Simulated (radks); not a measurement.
The gold ion Au6+ is in [Xe] 4f14 5d5. All-electron calculation, scalar-relativistic Kohn-Sham, LDA (Slater exchange, Perdew-Wang correlation), spin-polarised, spherical densities, finite nucleus; Fermi nuclear charge, rms radius of each element as measured or else 0.836 A^(1/3) + 0.57 fm. Program: a radial shooting solver on a logarithmic mesh with Libxc functionals. Open shells are filled with parallel spins first. One electron is removed from 4f, 5p, 5d, 5s in turn, with full relaxation. Which removal costs least, and what does each cost?

Answer. 5d 96.532 eV; 5p 152.53 eV; 4f 185.75 eV; 5s 203.98 eV. The 5d electron leaves first.
